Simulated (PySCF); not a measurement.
# Correlation energy of Ti+ (titanium, charge +1)

[Ar] 3d2 4p1, one real determinant (an excited configuration). Computed with PySCF 2.14 in x2c-TZVPPall with one added diffuse shell each of s, p, d, f type (7s6p5d3f1g, 80 functions), with scalar relativity by spin-free X2C-1e. Frozen: [Ne]; 11 electrons correlated.

```json
{"level": "CCSD", "correlation energy (mhartree)": "-267.84"}
{"level": "(T)", "correlation energy (mhartree)": "-5.96"}
{"level": "CCSD(T)", "correlation energy (mhartree)": "-273.80"}
```

Diagnostics: T1 = 0.012, D1 = 0.0423, largest double amplitude 0.036.

Is a single reference adequate?

Yes: T1 lies below 0.03 and no double amplitude reaches 0.07.

The reference is one real determinant that mixes LS terms of this configuration.

This basis was not built for core-valence correlation, so the inner-shell part is incomplete.
